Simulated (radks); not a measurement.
Neutral helium inside a hard spherical wall (all orbitals vanish at R), configuration held at [He] and not refilled when levels cross. Calculated with a radial shooting solver on a logarithmic mesh with Libxc functionals: scalar-relativistic Kohn-Sham, LDA (Slater exchange, Perdew-Wang correlation), spin-unpolarised, spherical densities, finite nucleus; Gaussian nuclear charge, rms radius 1.6755 fm. Eigenvalues in eV, with the zero of energy where the potential of the charges vanishes at infinity; a dash marks a level that is unbound or too diffuse for the functional's potential to be trusted. A positive occupied level is held by the wall or, in an anion where self-interaction has pushed it up, behind a barrier. The pressure on the wall is -dE/dV.

R (bohr),E (hartree),kinetic (hartree),e(1s),"e(2s, empty)","e(2p, empty)",pressure (GPa)
free,-2.83459,2.768,-15.518,-,-,0
15,-2.83459,2.768,-15.518,0.434,1.020,< 0.0001
12,-2.83459,2.768,-15.518,0.713,1.475,< 0.0001
10,-2.83459,2.768,-15.518,1.098,1.992,< 0.0001
8,-2.83459,2.768,-15.518,1.930,2.913,< 0.0001
7,-2.83458,2.768,-15.517,2.752,3.697,0.000870
3,-2.79622,2.968,-13.706,29.281,21.000,20.9
1.5,-1.78076,5.582,9.969,171.20,98.648,2690
